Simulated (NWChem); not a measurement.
Total energies of Sn (+1)

```
Sn
```
Charge +1, spin multiplicity 2.

Program: NWChem.

Basis set: def2-SVP (26 functions).

```json
[
 {"method": "UHF", "total energy (Ha)": "-213.08429"},
 {"method": "UMP2", "total energy (Ha)": "-213.13063"},
 {"method": "UB2PLYP", "total energy (Ha)": "-213.71362"},
 {"method": "UPBE", "total energy (Ha)": "-213.97718"},
 {"method": "UB3LYP", "total energy (Ha)": "-214.05536"},
 {"method": "UCAM-B3LYP", "total energy (Ha)": "-213.96280"}
]
```

Total energies of different functionals aren't comparable as a measure of quality: only differences taken within one method are. 

Effective core potentials replace the inner electrons of Sn; spin-orbit coupling is left out. The correlated methods keep 4 core orbitals frozen. B3LYP has NWChem's definition, with VWN1-RPA local correlation. The stability of the SCF solutions was not checked. Open-shell Hartree-Fock references start from PBE0 orbitals.
